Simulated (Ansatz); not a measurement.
Coupled-cluster run, CH$_{8}$B$_{2}$OSi, SMILES `BC[SiH2]BO`.

```yaml
crystal:
  periodic: [false, false, false]
  atoms:
    - {symbol: B, position_ang: [-1.945764, -0.821765, 0.466092]}
    - {symbol: C, position_ang: [-0.693903, -0.299408, 1.167876]}
    - {symbol: Si, position_ang: [0.456504, -0.661339, -0.319781]}
    - {symbol: B, position_ang: [1.558185, 0.949179, -0.862945]}
    - {symbol: O, position_ang: [1.270043, 2.134847, -0.286131]}
    - {symbol: H, position_ang: [-2.627747, -0.086618, -0.191025]}
    - {symbol: H, position_ang: [-2.218199, -1.989473, 0.493459]}
    - {symbol: H, position_ang: [-0.307305, -0.883939, 2.003156]}
    - {symbol: H, position_ang: [-0.634169, 0.772504, 1.359644]}
    - {symbol: H, position_ang: [1.297710, -1.856027, -0.034252]}
    - {symbol: H, position_ang: [-0.388790, -1.040428, -1.500794]}
    - {symbol: H, position_ang: [2.439711, 0.883623, -1.681648]}
    - {symbol: H, position_ang: [1.813922, 2.864144, -0.598950]}
basis:
  gaussian: {orbitals: def2-TZVPP}
correlation: {method: ccsd_t}
```

```sh
$ ansatz run in.yaml --threads 4 --pin off --events-out ev --progress --plain --max-ram 10444MiB
```

Output of Ansatz, abridged:

```
Functional definition: HF
1623 factors; integrals over basis functions are off by at most 1.1e-3 eV
mean field evaluation 1: about -12397.7196 eV, gradient 4.3e1 eV
mean field evaluation 2: about -12397.9378 eV, gradient 4.3e1 eV
mean field evaluation 4: about -12402.5395 eV, gradient 4.7e0 eV
mean field evaluation 8: about -12402.6298 eV, gradient 3.0e-1 eV
mean field evaluation 16: about -12402.6305 eV, gradient 1.3e-6 eV
mean field -12402.63054879 eV, -455.7882658631 hartree, gradient 1.3e-6 eV, S^2 0.000000; 0 other end points of the search recorded, 0 dependent functions left out
9 core orbitals not correlated: weight in the atoms' cores, before any rotation towards them, 1.000 or more for the frozen orbitals, at most 0.000 for the correlated occupied ones
reference -12402.63054879 eV, -455.7882658631 hartree; 14, 14 occupied and 255, 255 virtual orbitals, 1623 factors
second order -20.27769211 eV of doubles, -0.00000000 eV of singles
cycle   1  -21.15715280 eV  change   -8.8e-1 eV  update   1.0e-1
cycle   2  -21.71648480 eV  change   -5.6e-1 eV  update   3.1e-2
cycle   3  -21.83119528 eV  change   -1.1e-1 eV  update   1.7e-2
cycle   4  -21.81919785 eV  change    1.2e-2 eV  update   5.2e-3
cycle   5  -21.81753507 eV  change    1.7e-3 eV  update   2.4e-3
cycle   6  -21.81774983 eV  change   -2.1e-4 eV  update   6.9e-4
cycle   7  -21.81746910 eV  change    2.8e-4 eV  update   2.4e-4
cycle   8  -21.81747829 eV  change   -9.2e-6 eV  update   8.8e-5
cycle   9  -21.81752258 eV  change   -4.4e-5 eV  update   3.8e-5
cycle  10  -21.81750738 eV  change    1.5e-5 eV  update   1.6e-5
perturbative correction -0.82436661 eV, -0.0302949141 hartree
Total energy: -12425.27242278 eV, -456.6203393852 hartree
```

Run time 3.1 min (4 threads of an Arm Neoverse V2 on a shared host); peak host memory 7.8 GiB.

MP2 recovers 89.6 % of the CCSD(T) correlation energy and the triples give 3.6 %; T1 = 0.0139.
